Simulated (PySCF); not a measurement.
## How methods differ on the excitation energy of I²⁺

I²⁺ [Kr] 4d10 5s2 5p3 (4S) → I²⁺ [Kr] 4d10 5s2 5p2 6s1 (4P), as a difference of total energies. Calculation: PySCF 2.14, in aug-cc-pVQZ-DK3 (9s8p6d3f2g, 102 functions); the spin-free X2C one-electron Hamiltonian (Gaussian nucleus). Correlated levels: valence: [Kr] 4d10 frozen. The calculations carry no spin-orbit coupling.

| method | excitation energy (eV) |
| --- | --- |
| UHF | 15.233 |
| MP2 (valence) | 15.246 |
| SCS-MP2 (valence) | 15.248 |
| CCSD (valence) | 15.207 |
| CCSD(T) (valence) | 15.190 |

Question: How much does correlation contribute at CCSD(T) (valence)?

Answer: 15.190 − (15.233) = -0.043 eV, measured against UHF.

A first-order spin-orbit estimate (lowest level to lowest level, LS coupling) adds -0.665 eV.

The promoted electron is Rydberg-like, and one or two diffuse shells describe it only roughly, which tends to raise the upper state.

The coupled-cluster amplitudes are large for the upper state (T1 above 0.03 or a double amplitude above 0.15), so a single reference is strained.
